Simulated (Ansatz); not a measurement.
Breaking the Se3–H4 bond in BeH2Se (SMILES [BeH][SeH]) (multiplicity 1 held, fragments rigid). Energies count from the point at 1.475 Å.
Geometry at that point (charge 0, multiplicity 1):
```xyz
4

Be    -0.6897    -0.7607    -1.4180
H     -1.2093    -1.3411    -2.4906
Se     0.0918     0.1603     0.2240
H      0.8465    -1.0648     0.5466
```

Signs of static correlation in cc-pVTZ, with CASSCF(4,3), from Ansatz (a first-principles code) runs.

```
R (Å)  T1 of restricted CCSD  ⟨S²⟩ of UHF  largest double amplitude of restricted CCSD  weight of the CASSCF reference in MRCISD  CASSCF natural occupations
-----  ---------------------  -----------  -------------------------------------------  ----------------------------------------  --------------------------
1.180                  0.010        0.000                                        0.030                                     0.912              2.00 1.99 0.01
1.327                  0.011        0.000                                        0.038                                     0.911              2.00 1.98 0.02
1.475                  0.011        0.000                                        0.037                                     0.910              2.00 1.97 0.03
1.622                  0.012        0.000                                        0.032                                     0.910              2.00 1.96 0.04
1.769                  0.013        0.000                                        0.057                                     0.909              2.00 1.94 0.07
1.991                  0.015        0.236                                        0.118                                     0.909              2.00 1.89 0.11
2.212                  0.018        0.607                                        0.196                                     0.910              2.00 1.82 0.19
2.581                    [?]        0.869                                        0.348                                     0.910              2.00 1.64 0.36
2.949                    [?]        0.960                                        0.488                                     0.911              2.00 1.44 0.56
3.392                  0.043        0.995                                        0.636                                     0.912              2.00 1.25 0.75
3.981                  0.049        1.007                                        0.768                                     0.912              2.00 1.11 0.89
4.719                  0.049        1.010                                        0.846                                     0.912              2.00 1.04 0.96
```

What belongs in the gaps?


- 2.581, T1 of restricted CCSD: 0.026
- 2.949, T1 of restricted CCSD: 0.034

Doubts at one or more of the structures used: active orbitals that take no part (SC-NEVPT2 on CASSCF(4,3)/cc-pVTZ); a restricted determinant that unrestricted orbitals would lower (R-CCSD(T)/cc-pVTZ); other coupled-cluster roots lie near (R-CCSD(T)/cc-pVTZ); a spin-contaminated determinant (U-CCSD(T)/cc-pVTZ); T1 above 0.05 (U-CCSD(T)/cc-pVTZ).
